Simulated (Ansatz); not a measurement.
Consider the redistribution: `B1O[SiH2]S1` + `Cl[SiH2][GeH]1[CH2][O]1` → `ClB1O[SiH2]S1` + `[SiH3][GeH]1[CH2][O]1`.

Calculated with Ansatz (gas phase, PBE0-D4/def2-TZVP geometries, no zero-point term in ΔE). CCSD(T)/CBS is the MP2 limit (def2-TZVPP, def2-QZVPP) plus CCSD(T) − MP2 in def2-TZVPP, frozen cores. DFT in def2-TZVPP. For Ge outer-core shells are correlated without core-valence functions, which leaves a few kJ/mol of doubt a bond. Scalar relativity is left out up to krypton. Each species was taken in one conformer, which may not be the lowest.

Question: Is it downhill or uphill in electronic energy at CCSD(T)/CBS, and by how much? (An estimate is asked.)

Answer: The calculation gave: Uphill: ΔE = +6.8 kJ/mol.

Question: What do these levels give: r2SCAN, MP2/def2-TZVPP, CCSD/def2-TZVPP, HF/def2-QZVPP, MP2/CBS(def2), CCSD/CBS(def2)? (Best estimate.)

Answer: Ansatz gave: r2SCAN 1.1, MP2/def2-TZVPP 1.7, CCSD/def2-TZVPP 2.2, HF/def2-QZVPP 10.6, MP2/CBS(def2) 7.7, CCSD/CBS(def2) 8.2 kJ/mol.

Largest T1 diagnostic among the species: 0.015.

In def2-TZVPP, CCSD(T) changes the Hartree–Fock value by −8.9 kJ/mol (the triples alone add −1.4 kJ/mol) and MP2 by −8.0 kJ/mol.
